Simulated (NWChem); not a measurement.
Species: CuPH$_{3}$Br; SMILES [Cu](<-[PH3])[Br]

```xyz
6

Cu     0.2107    -0.2521    -0.3324
Br    -0.7914     0.9489     1.2522
P      1.1921    -1.4296    -1.8867
H      2.0889    -2.4637    -1.5142
H      2.0243    -0.7767    -2.8322
H      0.4005    -2.1730    -2.7996
```
Atoms are numbered in this order, from 1.

Level: PBE0/def2-SVP (NWChem), optimised geometry, unscaled harmonic frequencies. This build's default masses of Se (78.918 u) and Br (79.917 u) are each other's, which moves their modes by up to 0.6 %.

### Question
List the harmonic frequencies with IR intensities, and the thermochemistry.

### Answer
| frequency (cm⁻¹) | IR intensity (km/mol) |
|---|---|
| 72 | 0.0 |
| 72 | 0.0 |
| 239 | 19.7 |
| 371 | 0.9 |
| 427 | 1.4 |
| 427 | 1.4 |
| 1007 | 97.2 |
| 1116 | 6.0 |
| 1116 | 6.0 |
| 2467 | 36.2 |
| 2480 | 8.7 |
| 2481 | 8.7 |

| Item | Result |
|---|---|
| zero-point energy | 17.5 kcal/mol |
| thermal correction to the enthalpy at 298.15 K (with zero-point energy) | 21.8 kcal/mol |
| heat capacity Cv | 16.9 cal/(mol K) |
| entropy at 298.15 K and 1 atm (symmetry number 3) | 77.8 cal/(mol K) |
| dipole moment | 8.05 D |

Rigid rotor and harmonic oscillator; modes under 100 cm⁻¹ make the entropy uncertain.
